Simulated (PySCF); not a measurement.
Task: Write Cartesian coordinates for Zr(SMe)F3, `C[S][Zr]([F])([F])[F]` as optimised with PBE0-D3(BJ)/def2-SVP. (Singlet state.)

Result: 
```
atom  x, y, z in Å
Zr1   -0.2247    0.7204   -1.3926
S2    -0.6648    0.8798    0.9833
C3     0.1949   -0.6684    1.4696
H4    -0.3677   -1.5533    1.1420
H5     0.2485   -0.6721    2.5664
H6     1.2229   -0.7079    1.0800
F7     1.6593    0.6975   -1.6397
F8    -1.0587    2.1949   -2.2417
F9    -0.8769   -0.9603   -1.9929
```

Orientation and origin are arbitrary. Atoms count from 1 in this order. Zr1 (zirconium bonded to 3 F and S) is distorted tetrahedral (angles from 106.8° to 113.3°).

Bonds between heavy atoms (Å): Zr1–S2 2.422, Zr1–F7 1.900, Zr1–F8 1.895, Zr1–F9 1.900, S2–C3 1.836.

Computed with PySCF, PBE0-D3(BJ)/def2-SVP geometry optimisation, gas phase, def2 core potentials past Kr.

Point group: near Cs, missed by 0.35 Å at most; the miss may be what the optimiser left on a soft mode. PBE0-D3(BJ)/def2-SVP frequencies: not computed here.
